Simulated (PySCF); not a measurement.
# `C[C@]1(S)C[C@@H]2[C@@H](F)[C@@H]21`, C6H9FS

Molfile (atoms numbered from 1):
```
C6H9FS
     RDKit          3D

 17 18  0  0  0  0  0  0  0  0999 V2000
    1.1712    0.8669   -1.0353 C   0  0  0  0  0  0  0  0  0  0  0  0
    0.6427   -0.2010   -0.0988 C   0  0  2  0  0  0  0  0  0  0  0  0
    2.0163   -1.3263    0.3900 S   0  0  0  0  0  0  0  0  0  0  0  0
   -0.6184   -0.9966   -0.5215 C   0  0  0  0  0  0  0  0  0  0  0  0
   -1.2970   -0.5821    0.7783 C   0  0  2  0  0  0  0  0  0  0  0  0
   -1.3786    0.9078    0.8143 C   0  0  1  0  0  0  0  0  0  0  0  0
   -2.0623    1.4575    1.8547 F   0  0  0  0  0  0  0  0  0  0  0  0
   -0.0851    0.2396    1.1668 C   0  0  2  0  0  0  0  0  0  0  0  0
    1.5363    0.4141   -1.9556 H   0  0  0  0  0  0  0  0  0  0  0  0
    0.3905    1.5799   -1.2897 H   0  0  0  0  0  0  0  0  0  0  0  0
    1.9902    1.4047   -0.5628 H   0  0  0  0  0  0  0  0  0  0  0  0
    2.3027   -1.7197   -0.8497 H   0  0  0  0  0  0  0  0  0  0  0  0
   -0.4465   -2.0676   -0.5959 H   0  0  0  0  0  0  0  0  0  0  0  0
   -1.1037   -0.6434   -1.4318 H   0  0  0  0  0  0  0  0  0  0  0  0
   -1.9238   -1.2091    1.3878 H   0  0  0  0  0  0  0  0  0  0  0  0
   -1.5195    1.5081   -0.0771 H   0  0  0  0  0  0  0  0  0  0  0  0
    0.3779    0.3794    2.1291 H   0  0  0  0  0  0  0  0  0  0  0  0
  1  2  1  0
  2  3  1  1
  2  4  1  0
  4  5  1  0
  5  6  1  0
  6  7  1  0
  6  8  1  0
  8  2  1  0
  8  5  1  0
  1  9  1  0
  1 10  1  0
  1 11  1  0
  3 12  1  0
  4 13  1  0
  4 14  1  0
  5 15  1  1
  6 16  1  6
  8 17  1  1
M  END
```

Level of theory: PySCF 2.14.0, TDDFT CAM-B3LYP/def2-SVPD circular dichroism and optical rotation, one conformer, gas phase. Geometry: GFN2-xTB.

The molecule is flexible and this is one conformer; a measurement averages over conformers.

Stereocentres: C2 S, C5 S, C6 R, C8 R.

What is the specific rotation at 633, 589.3, 546, 436, 405, 365, 355 nm?

[α] in deg dm⁻¹ (g/mL)⁻¹:
```csv
λ (nm),origin-invariant length gauge,modified velocity gauge,length gauge (centre of mass),isotropic polarisability (au)
633,+88.5,+81.6,+87.9,87.7
589.3,+103.4,+95.3,+102.8,88.0
546,+122.3,+112.7,+121.6,88.4
436,+204.9,+188.0,+203.7,90.0
405,+244.7,+224.1,+243.3,90.7
365,+317.5,+289.4,+315.7,91.9
355,+341.2,+310.6,+339.3,92.3
```

And for the mirror image at 589.3 nm?

-103.4 deg dm⁻¹ (g/mL)⁻¹ (origin-invariant length gauge): the same size and the opposite sign.

What is the molar rotation [Φ] = [α]·M/100 of the geometry above at 589.3 nm?

With M = 132.20 g/mol, +136.6 deg cm² dmol⁻¹ (origin-invariant length gauge).

The first excitation lies at 5.44 eV (228 nm) with R = +0.6 × 10⁻⁴⁰ esu² cm² (velocity form).
